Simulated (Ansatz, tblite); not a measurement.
Cost and result up the ladder for Sb₃⁺ (the lowest singlet isomer of a short search) (3 atoms). Total charge 1; singlet. Geometry: PBE-D4/def2-SVP.

```xyz
3

Sb   -0.718    1.397   -0.279
Sb   -0.790   -1.365   -0.239
Sb    1.508   -0.032    0.519
```

Ansatz on 4 threads of Arm Neoverse V1 on a shared host; xTB runs through tblite on one thread. Times are rough, summed over both states, and most runs start from the orbitals of an earlier one. RPA@PBE/def2-TZVP serves as the yardstick here, not as an exact answer. The other state is a triplet at its own geometry.

In the def2 sets Sb takes a core potential; there is no spin–orbit coupling. The xTB rows come from tblite. Correlated methods freeze 12 core orbitals; core or outer-core shells of Sb are correlated, in sets that lack core-valence functions. The structure comes from a short search, and lower isomers may exist.

Run but left out: HF/STO-3G (singlet: restricted singlet, unstable in another Hartree–Fock run and untested here); HF/def2-TZVP (singlet: restricted singlet, unstable towards broken spin symmetry); BHLYP-D4/def2-TZVP, B2PLYP/def2-TZVP, MP2/def2-TZVP (triplet: ⟨S²⟩ 2.30 to 2.76, where a pure state has 2.00).

Correlated methods converge slowly with the basis.

xTB has no spin-polarisation term.

```json
{"level": "GFN1-xTB", "functions": "27", "wall time": "0.005 s"}
{"level": "GFN2-xTB", "functions": "27", "wall time": "0.005 s"}
{"level": "LDA (SPW92)/def2-TZVP", "functions": "150", "wall time": "2.2 s"}
{"level": "PBE-D4/def2-TZVP", "functions": "150", "wall time": "3.8 s"}
{"level": "PBE0-D4/def2-TZVP", "functions": "150", "wall time": "6.6 s"}
{"level": "CAM-B3LYP-D4/def2-TZVP", "functions": "150", "wall time": "8 s"}
{"level": "r2SCAN-D4/def2-TZVP", "functions": "150", "wall time": "9.8 s"}
{"level": "RPA@PBE/def2-TZVP", "functions": "150", "wall time": "10 s"}
{"level": "B97M-V/def2-TZVP (with forces)", "functions": "150", "wall time": "18 s"}
```

Q: Estimate what each level gives for the triplet − singlet (eV).

A: 
```csv
level,triplet − singlet (eV),difference from RPA@PBE/def2-TZVP (eV),remarks
GFN1-xTB,1.57,0.27,–
GFN2-xTB,1.07,-0.24,–
LDA (SPW92)/def2-TZVP,1.48,0.18,–
PBE-D4/def2-TZVP,1.29,-0.01,–
PBE0-D4/def2-TZVP,1.24,-0.06,spin-contaminated (⟨S²⟩ 2.20) (triplet)
CAM-B3LYP-D4/def2-TZVP,1.20,-0.10,spin-contaminated (⟨S²⟩ 2.27) (triplet)
r2SCAN-D4/def2-TZVP,1.13,-0.18,spin-contaminated (⟨S²⟩ 2.21) (triplet)
RPA@PBE/def2-TZVP,1.30,0.00,–
B97M-V/def2-TZVP (with forces),1.32,0.01,–
```
